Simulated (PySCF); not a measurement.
## Shapes and spin states of AuBr₃

Level of theory: PySCF, PBE, basis Au def2-SVP with ECP60, Br def2-SVP (scalar-relativistic core potentials, no spin–orbit coupling, density fitting).

Relaxations began from a few typed shapes and spin states; open shells are unrestricted. The search is not exhaustive: other isomers or separated fragments can lie lower, and high-lying points may rest on an excited occupation.

(1) Which is the lowest minimum found?
A. triplet C2v: Au–Br 2.425 Å (×2), Au–Br 2.681 Å; Br–Au–Br 86.5° (×2), Br–Au–Br 173.0°
B. singlet Cs: Au–Br 2.398 Å, Au–Br 2.450 Å (×2); Br–Au–Br 79.2°, Br–Au–Br 138.1°, Br–Au–Br 142.8°
C. singlet C2v: Au–Br 2.425 Å (×3); Br–Au–Br 97.9° (×2), Br–Au–Br 164.3°

Results:

(1) B. The others lie at 2.5 (singlet C2v, a saddle point), 39.0 (triplet C2v, a saddle point) kJ/mol above it.

Formally Au is in oxidation state +3, d8, with 0 unpaired electrons (the high-spin count would be 2). The polar-tensor charge on Au, 0.38, is far below the formal one.

For the lowest minimum: stability towards spin polarisation was not tested. No spin–orbit coupling is included, which matters more the heavier the element.
